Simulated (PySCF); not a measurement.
C4H7BF2, SMILES [C@H]1(CCCB1F)F.

The structure is a stationary point at PBE-D3(BJ)/def2-SVP. The structure was generated by enumeration; whether it is a known compound was not checked. The values are those of a single conformer.

Calculation: CAM-B3LYP/def2-TZVP (PySCF).

Gas-phase values at a fixed geometry.

```yaml
total_energy: -381.23293 hartree
highest_occupied_level: -9.60 eV
lowest_empty_level: 0.33 eV
orbital_gap: 9.93 eV
dipole_moment: 2.46 D
quadrupole, principal values (traceless, Buckingham form, about the centre of nuclear charge): -3.45, -1.98, 5.44 D·Å
mean_static_polarisability: 57.6 bohr³ (8.54 Å³)
polarisability_principal_values: 52.0, 60.4, 60.5 bohr³
```
